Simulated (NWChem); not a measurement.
# TeBrF; SMILES F[Te]Br

```xyz
3

Te     0.3083     0.8435     0.0000
F     -1.5403     1.4216     0.0000
Br    -0.0619    -1.6187     0.0000
```
Atoms are numbered in this order, from 1.

Results from NWChem. The geometry was optimised at PBE0/def2-SVP (def2 core potentials past Kr).

Question: Estimate the computed values for PBE/STO-3G (all-electron, non-relativistic). Quantities: highest occupied level (eV); orbital gap (eV); dipole (D).

Answer: 
```yaml
highest occupied level (eV): -2.25
orbital gap (eV): 2.46
dipole (D): 0.82
```
